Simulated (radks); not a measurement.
Values are calculated unless marked as measured or tabulated.
Trend from Al4+ to Tl4+: ionisation energy by Delta-SCF between NIST ground configurations, and size. Level of theory: scalar-relativistic Kohn-Sham, PBEsol, spin-unpolarised, spherical densities, finite nucleus; Fermi nuclear charge, rms radius of each element as measured or else 0.836 A^(1/3) + 0.57 fm (a radial shooting solver on a logarithmic mesh with Libxc functionals).

| species | configuration | configuration of the ion | IE (eV) | NIST (eV) | kind | -e(HOMO) (eV) | outermost | <r> outermost (bohr) | r at 0.001 e/bohr^3 (bohr) |
|---|---|---|---|---|---|---|---|---|---|
| Al4+ | [He] 2s2 2p5 | [He] 2s2 2p4 | 156.97 | 153.83 | semi-emp. | 138.47 (2p) | 2s | 0.604 | 1.84 |
| Ga4+ | [Ar] 3d9 | [Ar] 3d8 | 88.312 | 86.0 | semi-emp. | 75.679 (3d) | 3d | 0.743 | 2.38 |
| In4+ | [Kr] 4d9 | [Kr] 4d8 | 74.166 | 69 | semi-emp. | 65.086 (4d) | 4d | 1.11 | 2.81 |
| Tl4+ | [Xe] 4f14 5d9 | [Xe] 4f14 5d8 | 67.401 | 62.6 | exp. | 59.477 (5d) | 5d | 1.30 | 3.03 |

Reference values: NIST Atomic Spectra Database (exp. = measured, semi-emp. = semi-empirical, theory = theoretical value adopted there). Spin polarisation and multiplet splitting are left out, so open shells lie too high by an amount that depends on their filling. Spin-orbit splitting is averaged out at the scalar-relativistic level.

Beside tabulated values, note that spin-unpolarised runs miss the spin-polarisation part of the exchange energy of open shells, and scalar-relativistic runs lack spin-orbit coupling.
